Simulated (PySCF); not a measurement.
Compound: C₃H₄BrCl.
Atom-mapped SMILES: `[Cl:1][C@@H:2]1[CH2:3][C@@H:4]1[Br:5]` (hydrogens: H6 on C2; H7, H8 on C3; H9 on C4)

Level of theory: PBE0-D3(BJ)/def2-SVP geometry optimisation, gas phase (PySCF).

(1) List the bond lengths, angles and torsions at this level.

## Answers

(1) 
```json
{"bond": "Cl1–C2", "length (Å)": "1.748", "order": "single"}
{"bond": "C2–C3", "length (Å)": "1.497", "order": "single"}
{"bond": "C3–C4", "length (Å)": "1.497", "order": "single"}
{"bond": "C4–Br5", "length (Å)": "1.901", "order": "single"}
{"bond": "C2–C4", "length (Å)": "1.498", "order": "single"}
{"bond": "C2–H6", "length (Å)": "1.093", "order": "single"}
{"bond": "C3–H7", "length (Å)": "1.093", "order": "single"}
{"bond": "C3–H8", "length (Å)": "1.094", "order": "single"}
{"bond": "C4–H9", "length (Å)": "1.092", "order": "single"}
```

Orders are formal, as drawn. A selection of angles:
```json
{"angle": "Cl1–C2–C3", "degrees": "120.0"}
{"angle": "Cl1–C2–C4", "degrees": "121.3"}
{"angle": "Cl1–C2–H6", "degrees": "111.4"}
{"angle": "C3–C2–C4", "degrees": "60.0"}
{"angle": "C3–C2–H6", "degrees": "119.1"}
{"angle": "C4–C2–H6", "degrees": "116.5"}
{"angle": "C2–C3–C4", "degrees": "60.1"}
{"angle": "C2–C3–H7", "degrees": "116.0"}
{"angle": "C2–C3–H8", "degrees": "119.2"}
{"angle": "C4–C3–H7", "degrees": "116.5"}
{"angle": "C4–C3–H8", "degrees": "118.9"}
{"angle": "H7–C3–H8", "degrees": "115.1"}
{"angle": "C3–C4–Br5", "degrees": "120.6"}
{"angle": "C3–C4–H9", "degrees": "119.1"}
{"angle": "Br5–C4–H9", "degrees": "110.8"}
{"angle": "C2–C4–C3", "degrees": "60.0"}
{"angle": "C2–C4–Br5", "degrees": "121.4"}
{"angle": "C2–C4–H9", "degrees": "116.8"}
```

Dihedral angles: Cl1–C2–C3–C4 -111° (anticlinal); C2–C3–C4–Br5 111° (anticlinal); Cl1–C2–C4–C3 109° (anticlinal).

All internal angles of the 3-membered ring C2–C3–C4 are 60.0°. All 3 C–C bonds measure 1.497 to 1.498 Å.

Point group: C1 (no symmetry element, even within 0.4 Å). No PBE0-D3(BJ)/def2-SVP frequencies stand behind this structure, so it isn't proved a minimum.
